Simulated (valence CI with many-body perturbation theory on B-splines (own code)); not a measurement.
## Sensitivity of CI+MBPT for Pt³⁷⁺

Computed by valence CI with perturbative core correlation (CI+MBPT): five valence electrons over a frozen Dirac-Fock core [Kr], a basis of 6 s, 6 p, 5 d, 5 f, 1 g functions for each j, with the one-electron correlation potential Σ1, the two-electron term Σ2, the three-electron term Σ3, Breit, model QED; selected CI, second order for the rest, scaled by the run's own slope (own B-spline code, finite nucleus).

The last digits are not significant, and no measured levels were compared; by estimate large intervals hold to a few tenths of a per cent, small ones and those within an open d or f shell to about a per cent. Only levels of the ground parity were solved; by the run's estimate the other parity begins above the list, which can be wrong where configurations are misplaced.

The reference run has the lowest level (4d3/2^4 4d5/2) J=5/2 and an ionisation energy of 1681.12 eV. Its largest variational space holds 10000 state functions.

Levels are named by their leading jj configuration (3d3/2^4 stands for four electrons in 3d with j = 3/2), which in mixed levels can hold well under half, so a name can repeat and another be missing. Letters in brackets count levels of one name in rising energy.

Changed runs:
A. screening of Σ1 on → off; core polarisation of operators on → off
B. averaging of valence orbitals over low configurations on → off
C. scale of Σ1 1 → 0.9
D. closed core [Kr] → [Kr] 4d1 (bad on purpose)

Excitation energies of the reference run in cm⁻¹, and shifts in cm⁻¹:

```
                      Level  Reference      A        B      C
(4d3/2^3 4d5/2^2) J=5/2 [a]     145892   +227      +20    -83
(4d3/2^3 4d5/2^2) J=7/2 [a]     186134   +222      +17    -82
(4d3/2^3 4d5/2^2) J=3/2 [a]     190813   +221     +8.9    -82
   (4d3/2^3 4d5/2^2) J=11/2     194673   +226      +19    -84
    (4d3/2^3 4d5/2^2) J=9/2     208699   +227      +18    -85
(4d3/2^3 4d5/2^2) J=5/2 [b]     218672   +230      +15    -86
    (4d3/2^3 4d5/2^2) J=1/2     227689   +237     +7.8    -89
(4d3/2^3 4d5/2^2) J=7/2 [b]     234193   +224      +13    -84
(4d3/2^3 4d5/2^2) J=3/2 [b]     285801   +238      -13    -90
(4d3/2^2 4d5/2^3) J=5/2 [a]     330234   +439      +25   -161
(4d3/2^2 4d5/2^3) J=7/2 [a]     357519   +450      +32   -166
   (4d3/2^2 4d5/2^3) J=11/2     363147   +454      +35   -168
     Ionisation energy (eV)    1681.12  +0.17  +0.0087  -0.27
```

Run D: It gave no result: the perturbation theory needs a core of closed shells. The program said: "the core must hold closed shells only".
